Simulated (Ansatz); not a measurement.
System: sum formula SiHCl₂, charge 0, multiplicity 2. It need not be the lowest isomer of its formula. 
Coordinates optimised at B3LYP-D3(BJ)/def2-TZVP (Ansatz, a quantum-chemistry and plane-wave program):
```
Si
H 1 1.4859
Cl 1 2.0620 2 107.71
Cl 1 2.0620 2 107.71 3 118.80
```
Charge 0, spin multiplicity 2.

Task: Give the harmonic wavenumbers at B3LYP-D3(BJ)/def2-TZVP (Ansatz, finite differences of forces, unscaled).

Result: 176, 500, 558, 654, 743, 2171 cm⁻¹. Zero-point energy 6.9 kcal/mol.

Task: From these and the geometry, give the ideal-gas thermochemistry at 298.15 K and 1 atm (rigid rotor, harmonic oscillator).

Result: Point group Cs, rotational symmetry number 1. Rotational constants 15.66, 2.476, 2.164 GHz. S(trans) 39.72, S(rot) 25.75, S(vib) 4.18, S(elec, spin only) 1.38, S 71.0 cal/(mol K). H(298) - H(0) 3.15 kcal/mol; G - E(el) -11.2 kcal/mol.
